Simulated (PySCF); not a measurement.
CH₃O₃Re, triplet, geometry from GFN2-xTB (such geometries of metal compounds can be far from the true shape) (the multiplicity is a formal guess) (core potentials on Re); PySCF with BLYP/def2-SV(P).

Input for PySCF:
```python
from pyscf import gto, scf, dft

mol = gto.M(
    atom='''
Re    0.031956   -0.120539   -0.123446
O     1.457674    0.660957   -0.568145
O     0.679117   -0.770316    1.405567
O    -1.411204   -0.684827   -0.695236
C    -0.863617    1.616681    0.848364
H    -0.079129    2.166119    1.366145
H    -1.607943    1.275075    1.566748
H    -1.332599    2.252599    0.097853
''',
    basis='def2-sv(p)',
    ecp={'Re': 'def2-sv(p)'},
    charge=0,
    spin=2,
    verbose=4,
)

mf = dft.UKS(mol)
mf.xc = 'blyp'
mf.grids.level = 2
mf.kernel()
```

**Question.** Predict the main parts of the log of this PySCF run.

**Answer.** 
```
PySCF version 2.14.0

[INPUT] verbose = 4
[INPUT] num. atoms = 8
[INPUT] num. electrons = 48
[INPUT] charge = 0
[INPUT] spin (= nelec alpha-beta = 2S) = 2
[INPUT] symmetry False subgroup None
[INPUT] Mole.unit = angstrom
[INPUT] Symbol           X                Y                Z      unit          X                Y                Z       unit  Magmom
[INPUT]  1 Re     0.031956000000  -0.120539000000  -0.123446000000 AA    0.060388088037  -0.227785697329  -0.233279131173 Bohr   0.0
[INPUT]  2 O      1.457674000000   0.660957000000  -0.568145000000 AA    2.754604638899   1.249027710114  -1.073638449041 Bohr   0.0
[INPUT]  3 O      0.679117000000  -0.770316000000   1.405567000000 AA    1.283345136536  -1.455686269370   2.656136679727 Bohr   0.0
[INPUT]  4 O     -1.411204000000  -0.684827000000  -0.695236000000 AA   -2.666789065891  -1.294135472708  -1.313805631938 Bohr   0.0
[INPUT]  5 C     -0.863617000000   1.616681000000   0.848364000000 AA   -1.631999606519   3.055084320788   1.603175613941 Bohr   0.0
[INPUT]  6 H     -0.079129000000   2.166119000000   1.366145000000 AA   -0.149532138511   4.093371663217   2.581639896444 Bohr   0.0
[INPUT]  7 H     -1.607943000000   1.275075000000   1.566748000000 AA   -3.038571893912   2.409542538280   2.960724626210 Bohr   0.0
[INPUT]  8 H     -1.332599000000   2.252599000000   0.097853000000 AA   -2.518247143869   4.256795178469   0.184915370467 Bohr   0.0

nuclear repulsion = 225.464340305424
number of shells = 41
number of NR pGTOs = 158
number of NR cGTOs = 87
basis = def2-sv(p)
ecp = {'Re': 'def2-sv(p)'}

******** <class 'pyscf.dft.uks.UKS'> ********
method = UKS
initial guess = minao
damping factor = 0
level_shift factor = 0
DIIS = <class 'pyscf.scf.diis.CDIIS'>
diis_start_cycle = 1
diis_space = 8
diis_damp = 0
SCF conv_tol = 1e-09
SCF conv_tol_grad = None
SCF max_cycles = 50
direct_scf = True
direct_scf_tol = 1e-13
number electrons alpha = 25  beta = 23
XC library pyscf.dft.libxc version 7.1.2
    S. Lehtola, C. Steigemann, M. J. T. Oliveira, and M. A. L. Marques,  SoftwareX 7, 1–5 (2018)
XC functionals = blyp
    A. D. Becke,  Phys. Rev. A 38, 3098 (1988)
    C. Lee, W. Yang, and R. G. Parr,  Phys. Rev. B 37, 785 (1988)
    B. Miehlich, A. Savin, H. Stoll, and H. Preuss,  Chem. Phys. Lett. 157, 200 (1989)
radial grids:
    Treutler-Ahlrichs [JCP 102, 346 (1995); DOI:10.1063/1.469408] (M4) radial grids

becke partition: Becke, JCP 88, 2547 (1988); DOI:10.1063/1.454033
pruning grids: <function nwchem_prune>
grids dens level: 2
symmetrized grids: False
atomic radii adjust function: <function treutler_atomic_radii_adjust>
small_rho_cutoff = 0
Set gradient conv threshold to 3.16228e-05
tot grids = 76544
init E= -331.497974756326

cycle= 1 E= -342.594987504458  delta_E= -11.1  |g|= 1.43  |ddm|= 5.66

cycle= 2 E= -329.314209998568  delta_E= 13.3  |g|= 4.26  |ddm|= 11.7

cycle= 3 E= -342.179719953972  delta_E= -12.9  |g|= 1.69  |ddm|= 11.5

cycle= 4 E= -343.098995830416  delta_E= -0.919  |g|= 1.01  |ddm|= 1.81

cycle= 5 E= -343.341618373052  delta_E= -0.243  |g|= 0.636  |ddm|= 1.34

cycle= 6 E= -343.143729343466  delta_E= 0.198  |g|= 0.935  |ddm|= 1.28

cycle= 7 E= -343.509264677634  delta_E= -0.366  |g|= 0.274  |ddm|= 0.711

cycle= 8 E= -343.519160014526  delta_E= -0.0099  |g|= 0.238  |ddm|= 0.302

cycle= 9 E= -343.546855146414  delta_E= -0.0277  |g|= 0.041  |ddm|= 0.274

cycle= 10 E= -343.547011734742  delta_E= -0.000157  |g|= 0.0357  |ddm|= 0.0471

cycle= 11 E= -343.547616452418  delta_E= -0.000605  |g|= 0.00681  |ddm|= 0.0479

cycle= 12 E= -343.547631616536  delta_E= -1.52e-05  |g|= 0.00335  |ddm|= 0.00598

cycle= 13 E= -343.547635283542  delta_E= -3.67e-06  |g|= 0.00175  |ddm|= 0.00305

cycle= 14 E= -343.547636617657  delta_E= -1.33e-06  |g|= 0.000428  |ddm|= 0.00193

cycle= 15 E= -343.547636708288  delta_E= -9.06e-08  |g|= 0.000107  |ddm|= 0.000552

cycle= 16 E= -343.547636702186  delta_E= 6.1e-09  |g|= 0.000165  |ddm|= 0.000309

cycle= 17 E= -343.547636713534  delta_E= -1.13e-08  |g|= 5.66e-05  |ddm|= 0.000138

cycle= 18 E= -343.547636715016  delta_E= -1.48e-09  |g|= 1.19e-05  |ddm|= 6.75e-05

cycle= 19 E= -343.547636715041  delta_E= -2.47e-11  |g|= 8.34e-06  |ddm|= 1.24e-05

Extra cycle  E= -343.547636710693  delta_E= 4.35e-09  |g|= 9.55e-05  |ddm|= 0.000141
converged SCF energy = -343.547636710693  <S^2> = 2.01156  2S+1 = 3.0076968
```
